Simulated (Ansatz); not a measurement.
CH3BOS can be A, `SB1CO1`, or B, `B1OCS1`.

Computed with Ansatz on PBE0-D4/def2-TZVP structures; ΔE is electronic, products minus reactants. CCSD(T)/CBS is the MP2 limit (def2-TZVPP, def2-QZVPP) plus CCSD(T) − MP2 in def2-TZVPP, frozen cores. Functionals use def2-TZVPP. B3LYP here is the variant with VWN-RPA as its local correlation; programs differ in this. Each species was taken in one conformer, which may not be the lowest.

Task: Which isomer does CCSD(T)/CBS put lower? Give the gap. (Best estimate.)

Result: Ansatz gave: B, by 49.5 kJ/mol.

Task: Give E(B) − E(A) in kJ/mol with MP2/def2-TZVPP, PBE-D4, LDA (SPW92), ωB97M-V, BLYP-D4, CCSD/def2-TZVPP, B3LYP-D4. (Estimate.)

Result: Ansatz gave: MP2/def2-TZVPP -47.3, PBE-D4 -39.4, LDA (SPW92) -47.3, ωB97M-V -44.6, BLYP-D4 -34.9, CCSD/def2-TZVPP -46.3, B3LYP-D4 -39.7. None reverses the order clearly.

Task: Does the order hold for the free energy at 298.15 K (harmonic terms from PBE0-D4)? (Best estimate.)

Result: The calculation gave: Yes: G(B) − G(A) = -41.5 kJ/mol, for one conformer each.

Largest T1 diagnostic: 0.015.

From PBE to PBE0 (25 % exact exchange), in def2-TZVPP and without D4, E(B) − E(A) moves by −6.4 kJ/mol. In def2-TZVPP, CCSD(T) changes the Hartree–Fock value by +3.9 kJ/mol (the triples alone add −0.8 kJ/mol) and MP2 by +3.7 kJ/mol.
